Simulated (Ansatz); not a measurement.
Computed with Ansatz on PBE0-D4/def2-TZVP structures; ΔE is electronic, products minus reactants. CBS: MP2 limit from def2 TZ/QZ plus the TZ coupled-cluster correction, frozen cores. This one scheme is used for every species. Functionals use def2-TZVPP. B3LYP here is the variant with VWN-RPA as its local correlation; programs differ in this. Triplets are unrestricted, without spin–orbit coupling. Each species was taken in one conformer, which may not be the lowest.

Reaction (formal loss of a carbene): `CB(O)CN` → `[CH2]` (triplet) + `NCBO`

```csv
level,ΔE (kcal/mol)
PBE-D4,112.7
PBE0-D4,111.1
B3LYP-D4,109.8
r2SCAN,106.5
B3LYP,107.5
HF/def2-TZVPP,77.4
CCSD/def2-TZVPP,106.5
CCSD(T)/def2-TZVPP,108.8
```

(1) What does CCSD(T)/CBS give? (Best estimate.)

Largest T1 diagnostic among the species: 0.012.

## Answers

(1) The calculation gave: +111.6 kcal/mol. The listed levels differ from it by 1.1, -0.5, -1.8, -5.1, -4.1, -34.2, -5.1, -2.8 kcal/mol.

In def2-TZVPP, CCSD(T) changes the Hartree–Fock value by +31.4 kcal/mol (the triples alone add +2.3 kcal/mol) and MP2 by +34.4 kcal/mol. The D4 term adds +2.3 kcal/mol with B3LYP and +1.3 kcal/mol with PBE0; it sums over pairs of atoms, weighted by their polarisabilities, and B3LYP, whose exchange is more repulsive, gets the larger term.
